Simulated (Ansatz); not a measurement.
CH4F2SSn, SMILES `C[S][SnH]([F])[F]`. Charge 0, multiplicity 1. Correlated methods include outer-core shells of Sn, which these sets cover unevenly. Sn: def2 effective core potential.

Cartesian coordinates in Å:
```
C 1.190 -0.790 -0.735
S 1.012 1.006 -0.475
Sn -1.042 0.981 0.670
F -2.294 0.017 -0.405
F -0.868 -0.221 2.146
H 1.243 -1.320 0.214
H 0.377 -1.179 -1.346
H 2.132 -0.916 -1.270
H -1.751 2.423 1.201
```

Task: Give the diagnostics of a CCSD(T)/def2-TZVPP run (frozen core, Ansatz). (An estimate is asked.)

Result: The calculation gave: T1 = 0.0137, largest single amplitude 0.035, largest double 0.028, (T) share of the correlation energy 3.3 %, 9 CCSD cycles. The RHF solution is stable towards an unrestricted one. T1 lies under the customary mark of 0.02 for closed shells.
